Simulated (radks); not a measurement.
Spherical jellium clusters: N electrons in a uniform positive sphere of charge N and radius rs N^(1/3), rs = 3.18 bohr. Calculated with a radial shooting solver with Libxc functionals: non-relativistic Kohn-Sham, PBE, spin-polarised, spherical densities. Levels are named by radial order and angular momentum (1s, 1p, 1d, 2s, ...), and open shells are averaged over m.

N = 22, configuration 1s2 1p6 1d10 2s2 1f(up 2, down 0). This is the lowest configuration that the search found. Occupied and some empty levels:

| level | occupation | eigenvalue (eV) | <r> (bohr) |
|---|---|---|---|
| 1s up | 1 | -6.7605 | 5.615 |
| 1s down | 1 | -6.6990 | 5.456 |
| 1p up | 3 | -5.6440 | 6.622 |
| 1p down | 3 | -5.5157 | 6.505 |
| 1d up | 5 | -4.2240 | 7.370 |
| 1d down | 5 | -4.0438 | 7.294 |
| 2s up | 1 | -3.4991 | 6.197 |
| 2s down | 1 | -3.3868 | 6.259 |
| 1f up | 2 | -2.5791 | 8.080 |
| 1f down | 0 | -2.3652 | 8.050 |
| 2p up | 0 | -1.7671 | 8.008 |
| 2p down | 0 | -1.6609 | 8.043 |
| 1g up | 0 | -0.80470 | 8.992 |
| 1g down | 0 | -0.58106 | 9.050 |

Energy (eV): total -37.6422, kinetic 57.532, external -1737.9, Hartree 853.07, exchange-correlation -97.195, background 886.84.
